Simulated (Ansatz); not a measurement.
A made-up structure of C$_{2}$H$_{3}$I, closed shell:

| atom | x (Å) | y (Å) | z (Å) |
| --- | --- | --- | --- |
| C1 | -0.6230 | 0.0687 | -0.4574 |
| C2 | 0.3729 | 0.1513 | 0.4044 |
| I3 | 1.8445 | -1.3017 | 0.6086 |
| H4 | -0.1043 | 0.0369 | 1.3440 |
| H5 | -1.3556 | 0.8682 | -0.5073 |
| H6 | 0.5099 | 0.9847 | 1.0812 |

It is relaxed with PBE-D4/def2-SVP and then PBE0-D4/def2-TZVP (Ansatz 0.2.0). Atoms count as bonded within 1.22 times the sum of their covalent radii (H–H: 0.88 Å). The end point is not checked to be a true minimum.

(1) Does its bonding change? (Judge from chemistry; the calculation decides.)

Results:

(1) Computed: Yes. Formed: C1–H4; broken: C2–H4.

Where it ends: The first stage lowers the energy by 4.74 eV in 20 steps. It ends as C₂H₃I (C=CI):
```xyz
6
angstrom
C -0.6579 0.1483 0.2854
C 0.6355 0.3461 0.4567
I 1.9742 -1.1590 0.9679
H -1.1228 -0.8232 0.3996
H -1.2967 0.9844 0.0184
H 1.1122 1.3114 0.3456
```

For scale, one of the runs: PBE0-D4/def2-TZVP relaxation, 130 basis functions, launched by `ansatz run in.yaml --threads 2 --pin off --events-out ev --progress --plain --max-ram 4352MiB`. The run took about 13 s on 2 CPU threads of an Arm Neoverse V1 (shared host).
